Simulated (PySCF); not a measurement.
ClGe2H5, SMILES [Cl][GeH2][GeH3]. The structure is a stationary point at PBE-D3(BJ)/def2-SVP. The structure was generated by enumeration, and PubChem lists no compound with its InChIKey, so it may never have been made.

### Question
Give the equilibrium geometry at PBE-D3(BJ)/def2-SVP (PySCF confirms it by a frequency run) as Cartesian coordinates in Å, and its point group. (Estimate from the structure and the level; the computed values follow.)

### Answer
point group Cs.
```xyz
8

Cl    -0.9502    -2.0533     0.0000
Ge     0.7235    -0.6339     0.0000
Ge    -0.2708     1.5900     0.0000
H      1.5629    -0.9368    -1.2705
H      1.5629    -0.9368     1.2705
H     -1.1489     1.7536     1.2647
H     -1.1489     1.7536    -1.2647
H      0.8383     2.6759     0.0000
```
Charge 0, spin multiplicity 1.
